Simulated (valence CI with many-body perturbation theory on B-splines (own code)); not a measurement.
# Questions on Tc²⁹⁺

Level of theory: valence CI with perturbative core correlation (CI+MBPT): four valence electrons over a frozen Dirac-Fock core [Ne], radial functions for each j: 11 s, 11 p, 9 d, 7 f, 5 g, 2 h, 1 i, with the one-electron correlation potential Σ1, the two-electron term Σ2, the three-electron term Σ3, Breit, model QED; selected CI, second order for the rest (own B-spline code, finite nucleus).

No measured spectrum was set against this ion. As an estimate, large intervals hold to a few tenths of a per cent, small ones and those within an open d or f shell to about a per cent.

Levels are named by their leading jj configuration (3d3/2^4 stands for four electrons in 3d with j = 3/2), which in mixed levels can hold well under half, so a name can repeat and another be missing.

Rates and lifetimes use the calculated energies. Strong lines usually hold to 10 to 20 %, long lifetimes can be off by a factor of two.

(1) What is the ground level?

(2) How well does LS coupling describe the low levels?

(3) Among levels below 2198400 cm⁻¹, which E1 lines absorb most strongly from the ground level?

(4) What is the ionisation energy?

(5) What are the static dipole polarisabilities of the lowest levels?

(6) Name the longest-lived excited levels whose lifetime is computed, and their main decay.

(7) Where does the other parity begin?

## Answers

(1) (3s^2 3p1/2^2) J=0, composition 78 % 3s²3p² ³P + 21 % 3s²3p² ¹S.

(2) Among the lowest 20 levels the leading LS term, summed over configurations, holds 66 % on average. For single configurations the figures are 61 % in LS and 74 % in jj coupling. Terms mix most in the J = 1 level at 1378000 cm⁻¹, where the leading one holds 31 %.

(3) to (3s^2 3p1/2 3d3/2) J=1 at 8.077 nm, f = 0.415; to (3s 3p1/2 3p3/2^2) J=1 at 8.449 nm, f = 0.244; to (3s 3p1/2^2 3p3/2) J=1 at 11.52 nm, f = 0.123.

(4) 1636.8 eV; NIST lists 1638 ± 4 eV (semi-empirical).

(5) (3s^2 3p1/2^2) J=0 0.0340; (3s^2 3p1/2 3p3/2) J=1 0.0363 (tensor 0.0016); (3s^2 3p1/2 3p3/2) J=2 0.0361 (tensor 0.0020) bohr³, of which the core gives 0.000532.

(6) (3s^2 3p1/2 3p3/2) J=2 at 220300 cm⁻¹ lives 2.15 ms, mostly by M1 to (3s^2 3p1/2 3p3/2) J=1; (3s^2 3p3/2 3d5/2) J=4 at 1341200 cm⁻¹ lives 12.4 μs, mostly by M1 to (3s^2 3p1/2 3d5/2) J=3; (3s^2 3p1/2 3p3/2) J=1 at 183560 cm⁻¹ lives 11.4 μs, mostly by M1 to (3s^2 3p1/2^2) J=0.

(7) At (3s 3p1/2^2 3p3/2) J=2, 743820 cm⁻¹.
